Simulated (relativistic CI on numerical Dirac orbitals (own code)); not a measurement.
S+: what numerical and physical settings do to a radial Dirac CI calculation

Reference input:

```
atom S  Z=16  charge=1  electrons=15
nucleus A=32  rms_radius_fm=3.2611
hamiltonian dirac-coulomb  breit=on  qed=on  c_scale=1
orbitals kli  potential=per-configuration
slater_scale 1
correlation none
mixing on
grid step=0.0125 r_max=51.4
scf mixing=0.4 start=green max_iterations=150 tolerance=2e-08 node_fill=0.05
configurations
  [Ne] 3s2 3p3
  [Ne] 3s 3p4
  [Ne] 3s2 3p2 3d
end
```

Computed lowest total energy -398.14093 Ha, first excitation 18858.5 cm⁻¹, 31 SCF steps. Runs with settings changed; * marks those that are bad on purpose:

```
                                                        Changed    Outcome     Lowest level    ΔE (Ha)  First excitation (cm⁻¹)  SCF steps                                                            Message
                                Breit term off, SCF mixing 0.05  converged  3s2 3p3 4S°_3/2    -0.0875                  18855.2         41                                                                   
iteration limit 30, QED terms off, start potential thomas-fermi  converged  3s2 3p3 4S°_3/2    -0.0575                  18858.5         32                                                                   
                                  end of the grid at 154.2 bohr  converged  3s2 3p3 4S°_3/2  -2.84e-13                  18858.5         31                                                                   
                               node fill of the KLI weights 0.2  converged  3s2 3p3 4S°_3/2    0.00188                  18734.9         31                                                                   
                                               SCF mixing 1.3 *  converged  3s2 3p3 4S°_3/2   6.92e-10                  18858.5         28                                                                   
                           configuration list: extra electron *    refused                                                               0  configuration [Ne] 3s2 3p2 3d 4s has 16 electrons, the ion has 15
```

With so few configurations and no correlation, terms lie too far apart (by 10 to 50 % near neutrality), their order can be wrong, and levels of other configurations are missing.
